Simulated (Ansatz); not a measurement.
`F/C=C(\F)C(F)F` + H₂ → `C=C(F)C(F)F` + H–F at 600 K and 1 bar (hydrogenolysis of a C–F bond).

Gas-phase electronic energies from Ansatz, PBE0-D4/def2-TZVP geometries. CBS: MP2 limit from def2 TZ/QZ plus the TZ coupled-cluster correction, frozen cores. This one scheme is used for every species. Each species was taken in one conformer, which may not be the lowest.

| species | CCSD(T)/CBS energy (Eh) | H − E (kJ/mol) | S (J/(mol·K)) |
| --- | --- | --- | --- |
| `F/C=C(\F)C(F)F` | -514.47128 | 190.2 | 426.2 |
| H₂ | -1.17544 | 43.9 | 150.8 |
| `C=C(F)C(F)F` | -415.29924 | 204.3 | 399.2 |
| H–F | -100.39570 | 42.3 | 194.0 |

H − E and S are ideal-gas, rigid-rotor, harmonic terms from PBE0-D4/def2-TZVP, for one conformer and one mirror image of each species. The MP2-based limit puts H₂ 0.8 mEh under its directly extrapolated value; such offsets cancel only in part. 1 Eh = 2625.50 kJ/mol, R = 8.31446 J/(mol·K).

By hand: ΔE, ΔH, ΔS and ΔG.

ΔE = (-415.29924) + (-100.39570) − (-514.47128) − (-1.17544) = -0.04822 Eh = -126.6 kJ/mol. Δ(H − E) = 204.3 + 42.3 − 190.2 − 43.9 = 12.5, so ΔH = -114.1 kJ/mol. ΔS = 399.2 + 194.0 − 426.2 − 150.8 = 16.2 J/(mol·K). ΔG = -114.1 − 600 × (16.2)/1000 = -123.8 kJ/mol.

By hand: the equilibrium constant, and the temperature at which ΔG would vanish if ΔH and ΔS stayed fixed.

log₁₀ K = −ΔG/(RT ln 10) = 10.8. ΔH and −TΔS have one sign here, so there is no such temperature.

ΔH outweighs TΔS. A doubt of 5 kJ/mol in ΔE shifts log₁₀ K by 0.4 here. Other conformers and mirror images would add mixing entropy, several J/(mol·K) or more a flexible species. These are equilibria of isolated gas molecules and say nothing of rates. Largest T1 diagnostic: 0.012 (customary marks: 0.02 for closed shells, 0.045 for open ones).
